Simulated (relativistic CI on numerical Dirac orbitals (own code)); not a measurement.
**Lu I: from the plainest model towards the measured levels**

Calculated with a relativistic CI code on KLI orbitals (one set per configuration, finite nucleus), adding one ingredient at a time: step 1, Dirac-Coulomb, each configuration alone; step 2, with Breit and QED terms; step 3, with configuration mixing; step 4, with scaled Slater integrals (0.85); step 5, with a P86 correlation estimate; step 6, tied to the ionisation limit. P86 is a density functional for the correlation energy, evaluated here for each configuration and added to its levels. Step 6 is semi-empirical: configurations made of the next ion and one excited electron move by -3101 cm⁻¹, so that their limit matches the tabulated ionisation energy, and those with a non-penetrating f or g electron also take the P86 value of the least penetrating other one.

Configurations in the expansion (outside the closed core [Xe] 4f14): 5d6s², 6s²6p, 5d6s6p, 5d²6s, 6s²7s, 6s²7p, 6s²6d, 5d³, 6s²5f, 5d6s6d, 6s²8s, 6s²8p, 6s²7d, 6s²6f, 5d6p², 6p³, 6p²7s, 6p²7p, 6p²6d, 6s6p².

Computed minus measured energy above the ground level, in cm⁻¹, for 9 of the 15 excited levels that pair in every step (one J of a term; a digit in brackets numbers repeated terms):

```
Configuration  Term    J  Measured  Step 1  Step 2  Step 3  Step 4  Step 5  Step 6
        5d6s²    2D  5/2      1994    -435    -506    -600    -628    -610    -622
        6s²6p   2P°  1/2      4136   -3906   -3800   -3151   -3263   -1460   -4210
        5d²6s    4F  7/2     20247   -6139   -6358     310    -112    -846    -832
       5d6s6p    jj  9/2     22609  -11290  -11463   -4450   -4676   -3735   -3721
        6s²7s    2S  1/2     24126   -6561   -6471   -3667   -4199     156   -2670
        5d²6s    2D  3/2     24518   -1165   -1388   -1092   -1336   -1203   -1209
        5d²6s    2G  7/2     26570    -676    -890    3352    1936    1303    1316
        6s²7p   2P°  1/2     29431   -6809   -6731   -4178   -4719     294   -2520
        6s²6d    2D  3/2     31542   -7529   -7462   -4406   -5025     -50   -2911
```

Mean absolute errors in cm⁻¹, over all paired levels and for the configurations:

```csv
"Configuration, levels",Step 1,Step 2,Step 3,Step 4,Step 5,Step 6
"all, 15",4728,4800,2819,2919,1106,2335
"5d6s², 1",435,506,600,628,610,622
"6s²6p, 2",4022,3935,3379,3465,1658,4395
"5d²6s, 6",2543,2776,1500,1201,1276,1274
"5d6s6p, 1",11290,11463,4450,4676,3735,3721
"6s²7s, 1",6561,6471,3667,4199,156,2670
"6s²7p, 2",7103,7027,4518,5063,526,2891
"6s²6d, 2",7558,7492,4387,5010,33,2899
```

Measured levels: NIST Handbook of Basic Atomic Spectroscopic Data (Sansonetti and Martin, J. Phys. Chem. Ref. Data 34, 1559 (2005)).

**Question.** What does each ingredient do to the ground and the excited configurations, and where is the model closest to experiment?

**Answer.** The Breit and QED terms change the top of the ground term (measured 1994) from 1559 to 1487. Mixing lowers the ground level by 7013, with 5d6p² as its largest admixture; relative to it the configurations that move most are 5d6s6p by +7013, 5d²6s by +3626, 6s²6d by +3105. Configurations whose own partners of that kind are not in the list rise by much of that lowering, so a short list can trade one imbalance for another. The P86 estimate moves 6s²6d by +4992, 6s²7p by +4831, 6s²7s by +4355, and takes the mean absolute error of the excited configurations from 3083 to 1141. Step 6 takes that error from 1141 to 2458; it grows for 6s²6p, 6s²7s, 6s²7p, 6s²6d. The shift fits the limit, so it does little for low levels whose errors differ from those near the limit. The mean absolute error is lowest at step 5 (1106 cm⁻¹), and the largest single drop is from step 2 to 3 (4800 to 2819).
